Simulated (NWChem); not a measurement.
System: C₂H₆MgS; SMILES [CH3][Mg][S]C

NWChem input:

```
start job
memory heap 200 mb stack 900 mb global 1100 mb
geometry units angstroms noautoz
  Mg    -0.109197    -1.064385     0.010012
  C     -0.425433    -3.128117     0.036226
  H      0.526920    -3.681067     0.106323
  H     -0.936748    -3.478631    -0.876372
  H     -1.043566    -3.438442     0.895777
  S      0.313636     1.217265    -0.010517
  C     -1.345312     1.994795    -0.033816
  H     -1.917432     1.730795    -0.934809
  H     -1.192261     3.082984    -0.039969
  H     -1.936914     1.743780     0.858264
end
basis spherical
  * library def2-svp
end
dft
  xc hfexch
  iterations 150
  mulliken
end
task dft energy
```

Parts of the log:

```
             Northwest Computational Chemistry Package (NWChem) 7.3.0
             --------------------------------------------------------

 C1  symmetry detected

                             Geometry "geometry" -> ""
                             -------------------------

 Output coordinates in angstroms (scale by  1.889725989 to convert to a.u.)

  No.       Tag          Charge          X              Y              Z
 ---- ---------------- ---------- -------------- -------------- --------------
    1 Mg                  12.0000     0.15322545    -0.97953034    -0.00251331
    2 C                    6.0000    -0.22457806    -3.03304662     0.00167638
    3 H                    1.0000     0.71126398    -3.61504352     0.05755861
    4 H                    1.0000    -0.75314604    -3.35701235    -0.91090255
    5 H                    1.0000    -0.84514997    -3.33515059     0.86239795
    6 S                   16.0000     0.64415669     1.28853314     0.00072040
    7 C                    6.0000    -0.99084530     2.11555923    -0.00003665
    8 H                    1.0000    -1.57750461     1.87974027    -0.89949536
    9 H                    1.0000    -0.80526502     3.19867820     0.00553252
   10 H                    1.0000    -1.58287056     1.87154616     0.89370374

 Effective nuclear repulsion energy (a.u.)     167.5455545744

  xc_inp: hfexch multiplicative factor not found.

                                 NWChem DFT Module
                                 -----------------

 Summary of "ao basis" -> "ao basis" (spherical)
 ------------------------------------------------------------------------------
       Tag                 Description            Shells   Functions and Types
 ---------------- ------------------------------  ------  ---------------------
 Mg                         def2-svp                 8       18   4s3p1d
 C                          def2-svp                 6       14   3s2p1d
 H                          def2-svp                 3        5   2s1p
 S                          def2-svp                 8       18   4s3p1d

            General Information
            -------------------
          SCF calculation type: DFT
          Wavefunction type:  closed shell.
          No. of atoms     :    10
          No. of electrons :    46
           Alpha electrons :    23
            Beta electrons :    23
          Charge           :     0
          Spin multiplicity:     1
          Use of symmetry is: off; symmetry adaption is: off
          Maximum number of iterations: 150
          AO basis - number of functions:    94
                     number of shells:    46
          Convergence on energy requested:  1.00D-06
          Convergence on density requested:  1.00D-05
          Convergence on gradient requested:  5.00D-04

              XC Information
              --------------
                     Hartree-Fock (Exact) Exchange  1.000

      Superposition of Atomic Density Guess
      -------------------------------------

 Sum of atomic energies:        -675.12742426

      Non-variational initial energy
      ------------------------------

 Total energy =    -676.618200
 1-e energy   =   -1265.261651
 2-e energy   =     421.097897
 HOMO         =      -0.289665
 LUMO         =      -0.048552

     ---------------------------------------------
      Total Density - Mulliken Population Analysis
     ---------------------------------------------

    Atom       Charge   Shell Charges
 -----------   ------   -------------------------------------------------------
    1 Mg  12    11.07   2.00  1.99  0.63  0.10  5.99  0.17  0.08  0.12
    2 C    6     6.82   1.99  0.96  0.33  2.13  1.40  0.01
    3 H    1     0.87   0.66  0.18  0.03
    4 H    1     0.87   0.66  0.18  0.03
    5 H    1     0.87   0.66  0.18  0.03
    6 S   16    16.64   2.00  1.99  1.21  0.65  5.94  1.85  2.97  0.03
    7 C    6     6.20   1.99  0.94  0.25  1.92  1.07  0.03
    8 H    1     0.89   0.67  0.19  0.02
    9 H    1     0.89   0.68  0.19  0.02
   10 H    1     0.89   0.67  0.19  0.02

   convergence    iter        energy       DeltaE   RMS-Dens  Diis-err
 ---------------- ----- ----------------- --------- --------- ---------
 d= 0,ls=0.0,diis     1   -676.0890975125 -8.44D+02  6.20D-03  2.44D-01
 d= 0,ls=0.0,diis     2   -676.1324955179 -4.34D-02  1.87D-03  2.92D-02
 d= 0,ls=0.0,diis     3   -676.1377636857 -5.27D-03  7.36D-04  3.01D-03
 d= 0,ls=0.0,diis     4   -676.1385215729 -7.58D-04  1.71D-04  1.00D-04
 d= 0,ls=0.0,diis     5   -676.1385625437 -4.10D-05  9.06D-05  1.57D-05
  Resetting Diis
 d= 0,ls=0.0,diis     6   -676.1385707164 -8.17D-06  3.25D-05  1.27D-06
 d= 0,ls=0.0,diis     7   -676.1385715047 -7.88D-07  5.23D-06  7.82D-08

         Total DFT energy =     -676.138571504665
      One electron energy =    -1269.100415277451
           Coulomb energy =      479.004947548693
    Exchange-Corr. energy =      -53.588658350291
 Nuclear repulsion energy =      167.545554574384

 Numeric. integr. density =        0.000000000000

                       DFT Final Molecular Orbital Analysis
                       ------------------------------------

 Vector   21  Occ=2.000000D+00  E=-3.889964D-01
              MO Center=  4.7D-02, -1.3D+00,  4.6D-04, r^2= 5.2D+00
   Bfn.  Coefficient  Atom+Function         Bfn.  Coefficient  Atom+Function
  ----- ------------  ---------------      ----- ------------  ---------------
     3      0.371607   1 Mg s                23      0.352288   2 C  py
    26      0.272565   2 C  py                2      0.222815   1 Mg s
    59     -0.215612   6 S  py               58     -0.214175   6 S  px
    21      0.176903   2 C  s                55     -0.145188   6 S  px
    56     -0.136537   6 S  py               50     -0.122090   6 S  s

 Vector   22  Occ=2.000000D+00  E=-3.501296D-01
              MO Center=  3.0D-01,  3.9D-02,  6.9D-04, r^2= 5.4D+00
   Bfn.  Coefficient  Atom+Function         Bfn.  Coefficient  Atom+Function
  ----- ------------  ---------------      ----- ------------  ---------------
    59      0.430072   6 S  py               58      0.279430   6 S  px
    56      0.276995   6 S  py               23      0.262696   2 C  py
    26      0.210449   2 C  py               55      0.179411   6 S  px
     9     -0.164534   1 Mg py               21      0.164565   2 C  s
    53      0.161452   6 S  py                6     -0.136343   1 Mg py

 Vector   23  Occ=2.000000D+00  E=-3.282816D-01
              MO Center=  5.1D-01,  1.2D+00,  1.4D-04, r^2= 2.0D+00
   Bfn.  Coefficient  Atom+Function         Bfn.  Coefficient  Atom+Function
  ----- ------------  ---------------      ----- ------------  ---------------
    60      0.626855   6 S  pz               57      0.410423   6 S  pz
    54      0.235922   6 S  pz               80      0.114657   8 H  s
    90     -0.114143  10 H  s                13      0.105316   1 Mg pz
    71     -0.100857   7 C  pz               81      0.090969   8 H  s
    91     -0.090790  10 H  s                15      0.089750   1 Mg d -1

 Vector   24  Occ=0.000000D+00  E= 4.694678D-02
              MO Center= -8.2D-02, -1.1D+00, -1.7D-02, r^2= 9.0D+00
   Bfn.  Coefficient  Atom+Function         Bfn.  Coefficient  Atom+Function
  ----- ------------  ---------------      ----- ------------  ---------------
     4      1.660496   1 Mg s                21     -0.539117   2 C  s
    51     -0.472462   6 S  s                26     -0.278299   2 C  py
     3     -0.246503   1 Mg s                59      0.238332   6 S  py
    68     -0.122927   7 C  s                11     -0.121643   1 Mg px
    12     -0.107078   1 Mg py               23     -0.103978   2 C  py

 Vector   25  Occ=0.000000D+00  E= 6.961046D-02
              MO Center=  3.8D-01, -7.9D-01, -7.7D-03, r^2= 6.6D+00
   Bfn.  Coefficient  Atom+Function         Bfn.  Coefficient  Atom+Function
  ----- ------------  ---------------      ----- ------------  ---------------
    11      0.977753   1 Mg px               68      0.532634   7 C  s
    51     -0.285777   6 S  s                12     -0.189597   1 Mg py
    86     -0.190442   9 H  s                 4      0.152726   1 Mg s
    34     -0.151683   3 H  s                 5      0.115300   1 Mg px
    81     -0.112610   8 H  s                91     -0.112381  10 H  s

 Vector   26  Occ=0.000000D+00  E= 8.455427D-02
              MO Center=  1.2D-01, -8.9D-01,  1.7D-02, r^2= 6.6D+00
   Bfn.  Coefficient  Atom+Function         Bfn.  Coefficient  Atom+Function
  ----- ------------  ---------------      ----- ------------  ---------------
    13      1.028516   1 Mg pz               60     -0.277850   6 S  pz
    74     -0.135973   7 C  pz               39      0.126607   4 H  s
    81     -0.123848   8 H  s                91      0.124337  10 H  s
    44     -0.119986   5 H  s                 7      0.112410   1 Mg pz
    57     -0.101076   6 S  pz               27     -0.098927   2 C  pz

     ---------------------------------------------
      Total Density - Mulliken Population Analysis
     ---------------------------------------------

    Atom       Charge   Shell Charges
 -----------   ------   -------------------------------------------------------
    1 Mg  12    11.24   2.00  1.99  0.56  0.04  5.99  0.31  0.14  0.20
    2 C    6     6.55   1.99  0.82  0.40  1.99  1.32  0.02
    3 H    1     0.94   0.73  0.18  0.03
    4 H    1     0.94   0.73  0.18  0.03
    5 H    1     0.94   0.73  0.18  0.03
    6 S   16    16.47   2.00  1.99  1.14  0.74  5.94  1.74  2.87  0.05
    7 C    6     6.10   1.99  0.86  0.26  1.99  0.96  0.04
    8 H    1     0.94   0.75  0.17  0.02
    9 H    1     0.93   0.74  0.16  0.03
   10 H    1     0.94   0.75  0.17  0.02

     -------------------------------------------
      Total Density - Lowdin Population Analysis
     -------------------------------------------

    Atom       Charge   Shell Charges
 -----------   ------   -------------------------------------------------------
    1 Mg  12    11.84   2.00  1.95  0.47  0.17  5.85  0.57  0.35  0.49
    2 C    6     6.33   1.97  0.56  0.36  1.81  1.58  0.05
    3 H    1     0.96   0.62  0.26  0.07
    4 H    1     0.96   0.62  0.26  0.07
    5 H    1     0.96   0.62  0.26  0.07
    6 S   16    15.91   2.00  1.95  0.90  0.62  5.82  1.88  2.67  0.06
    7 C    6     6.11   1.97  0.58  0.34  1.79  1.35  0.08
    8 H    1     0.99   0.65  0.26  0.07
    9 H    1     0.98   0.65  0.26  0.07
   10 H    1     0.99   0.65  0.26  0.07

     Multipole analysis of the density
     ---------------------------------

     L   x y z        total         alpha         beta         nuclear
     -   - - -        -----         -----         ----         -------
     0   0 0 0     -0.000000    -23.000000    -23.000000     46.000000

     1   1 0 0     -0.602620     -0.301310     -0.301310     -0.000000
     1   0 1 0     -0.340264     -0.170132     -0.170132     -0.000000
     1   0 0 1     -0.005413     -0.002707     -0.002707      0.000000

     2   2 0 0    -27.531166    -50.447298    -50.447298     73.363430
     2   1 1 0     -4.125552      2.827322      2.827322     -9.780196
     2   1 0 1     -0.000704      0.001836      0.001836     -0.004376
     2   0 2 0    -34.997054   -326.141270   -326.141270    617.285487
     2   0 1 1      0.012424      0.030288      0.030288     -0.048152
     2   0 0 2    -28.070131    -19.721479    -19.721479     11.372828
```

Level: Hartree-Fock/def2-SVP. Structure relaxed at the PBE0/def2-SVP level.
